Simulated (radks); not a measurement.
Spherical quantum dot in the effective-mass picture: electrons in a well V = -V0 / (1 + exp((r - R)/a)) with V0 = 6.06, R = 6.56, a = 0.21, all in effective atomic units (hartree* = m*/eps^2 hartree, bohr* = eps/m* bohr), one dielectric constant everywhere. Method: non-relativistic Kohn-Sham, LDA (Slater exchange, Perdew-Wang correlation), spin-polarised, spherical densities; computed with a radial shooting solver with Libxc functionals. Levels are named by radial order and angular momentum (1s, 1p, 1d, 2s, ...), and open shells are averaged over m.

N = 8, configuration 1s2 1p6. This is the lowest configuration that the search found. Occupied and some empty levels:

level  occupation  eigenvalue (hartree*)  <r> (bohr*)
1s              2                -4.4523        4.241
1p              6                -4.3850        4.459
1d              0                -4.2727        4.641
1f              0                -4.1222        4.793
2s              0                -4.0483        3.055

Energy (hartree*): total -41.3715, kinetic 1.6428, external -48.093, Hartree 6.6207, exchange-correlation -1.5418. Static polarisability (adiabatic kernel): 126.9 bohr*^3.

Electron density:

r (bohr*)  n(r) (e/bohr*^3)
0.634              0.001656
1.31               0.002743
1.99               0.004759
2.67               0.007722
3.35                0.01109
4.03                0.01327
4.71                0.01195
5.39               0.006685
6.07               0.001464
6.75             0.00005173
7.43              5.480e-07
8.11              5.309e-09
